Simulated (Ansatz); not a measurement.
C2H9BOSi can be A, `BOC[SiH2]C`, or B, `BC([SiH3])OC`.

Isolated molecules relaxed with PBE0-D4/def2-TZVP in Ansatz; ΔE leaves out vibrations. CCSD(T)/CBS is the MP2 limit (def2-TZVPP, def2-QZVPP) plus CCSD(T) − MP2 in def2-TZVPP, frozen cores. Functionals use def2-TZVPP. One conformer a species, not always the lowest.

Which isomer does CCSD(T)/CBS put lower? Give the gap. (An estimate is asked.)

Ansatz gave: A, by 52.6 kcal/mol.

Give E(B) − E(A) in kcal/mol with CCSD(T)/def2-TZVPP, B2PLYP, MP2/def2-TZVPP, ωB97M-V, PBE-D4, HF/def2-TZVPP, PBE0-D4. (An estimate is asked.)

Computed: CCSD(T)/def2-TZVPP 52.3, B2PLYP 53.3, MP2/def2-TZVPP 53.6, ωB97M-V 51.8, PBE-D4 47.9, HF/def2-TZVPP 56.3, PBE0-D4 49.7. None reverses the order clearly.

Largest T1 diagnostic: 0.013.

In def2-TZVPP, CCSD(T) changes the Hartree–Fock value by −4.0 kcal/mol (the triples alone add −0.9 kcal/mol) and MP2 by −2.7 kcal/mol. From PBE to PBE0 (25 % exact exchange), in def2-TZVPP and without D4, E(B) − E(A) moves by +1.6 kcal/mol.
